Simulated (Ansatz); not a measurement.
`[AlH2][Br]` + `FCC1=C(F)N1` → `F[CH2][AlH][Br]` + `FC1=CN1`  (formal exchange of groups at the Al–H bond)

Isolated molecules relaxed with PBE0-D4/def2-TZVP in Ansatz; ΔE leaves out vibrations. CCSD(T)/CBS adds triple-zeta CCSD(T) − MP2 to the extrapolated MP2 energy (def2 sets, frozen cores). Functionals use def2-TZVPP. For Br outer-core shells are correlated without core-valence functions, which leaves a few kJ/mol of doubt a bond. Scalar relativity is left out up to krypton. Each species was taken in one conformer, which may not be the lowest.

```tsv
level	ΔE (eV)
PBE0-D4	0.11
ωB97X-V	0.09
PBE	0.12
r2SCAN	0.11
HF/def2-TZVPP	0.13
CCSD/def2-TZVPP	0.07
MP2/def2-QZVPP	0.08
SCS-MP2/def2-QZVPP	0.08
```

What does CCSD(T)/CBS give? (Estimate.)

The calculation gave: +0.04 eV. The listed levels differ from it by 0.07, 0.05, 0.08, 0.07, 0.09, 0.03, 0.04, 0.04 eV.

Largest T1 diagnostic among the species: 0.013.
